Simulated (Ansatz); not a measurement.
Relaxation of a periodic cell of 17 atoms, Ba16H (host Ba, host structure bcc, interstitial H), to a largest force component of 0.03 eV/Å in at most 60 steps.

These are results of DFT PBE, scalar-relativistic, plane waves, PAW in Ansatz 0.2.0, not measurements. Settings: cutoff 420 eV, k mesh 2x2x2, gaussian smearing 0.05 eV, no spin polarisation.

```xyz
17
Lattice="10.0400 0.0000 0.0000 0.0000 10.0400 0.0000 0.0000 0.0000 10.0400" Properties=species:S:1:pos:R:3:forces:R:3
Ba 0.000 0.000 0.000 -0.01 0.00 -0.02
Ba 5.020 0.000 0.000 0.01 0.00 -0.02
Ba 0.000 5.020 0.000 0.34 0.00 0.18
Ba 0.000 0.000 5.020 -0.06 0.00 0.03
Ba 2.510 2.510 2.510 0.00 0.34 -0.18
Ba 5.020 5.020 0.000 -0.35 0.00 0.19
Ba 5.020 0.000 5.020 0.06 0.00 0.03
Ba 7.530 2.510 2.510 0.00 -0.01 0.02
Ba 0.000 5.020 5.020 -0.01 0.00 0.05
Ba 2.510 7.530 2.510 0.00 -0.34 -0.18
Ba 2.510 2.510 7.530 0.00 -0.01 -0.05
Ba 5.020 5.020 5.020 0.01 0.00 0.05
Ba 7.530 7.530 2.510 0.00 0.01 0.02
Ba 7.530 2.510 7.530 0.00 -0.06 -0.03
Ba 2.510 7.530 7.530 0.00 0.01 -0.05
Ba 7.530 7.530 7.530 0.00 0.06 -0.03
H 2.500 5.026 1.273 0.01 -0.01 -0.01
```

Task: Where does it end, and by what steps?

Result: The run converged. Limits of this set-up: coarse k mesh, odd electron count without spin, a small cell, in which the defect meets its images. After 3 steps the energy has fallen by 0.162 eV; Ba6 moved furthest, 0.21 Å.

```json
{"step": "0", "energy less start (eV)": "0.0000", "largest force component (eV/Å)": "0.347", "accepted": "yes"}
{"step": "1", "energy less start (eV)": "-0.1138", "largest force component (eV/Å)": "0.159", "accepted": "yes"}
{"step": "2", "energy less start (eV)": "-0.1448", "largest force component (eV/Å)": "0.061", "accepted": "yes"}
{"step": "3", "energy less start (eV)": "-0.1620", "largest force component (eV/Å)": "0.015", "accepted": "yes"}
```

```xyz
17
Lattice="10.0400 0.0000 0.0000 0.0000 10.0400 0.0000 0.0000 0.0000 10.0400" Properties=species:S:1:pos:R:3
Ba 0.082 0.001 0.046
Ba 4.937 0.001 0.046
Ba 0.208 5.021 -0.016
Ba -0.065 0.000 4.952
Ba 2.509 2.717 2.529
Ba 4.812 5.021 -0.017
Ba 5.084 0.000 4.952
Ba 7.529 2.592 2.465
Ba -0.073 5.020 5.143
Ba 2.509 7.323 2.529
Ba 2.509 2.438 7.409
Ba 5.092 5.020 5.143
Ba 7.529 7.448 2.465
Ba 7.530 2.447 7.601
Ba 2.509 7.602 7.409
Ba 7.530 7.594 7.601
H 2.510 5.020 1.257
```

The run took 45 s on 4 threads of Intel(R) Xeon(R) Platinum 8488C (Sapphire Rapids), with other jobs on the host, peak memory 2.7 GiB.
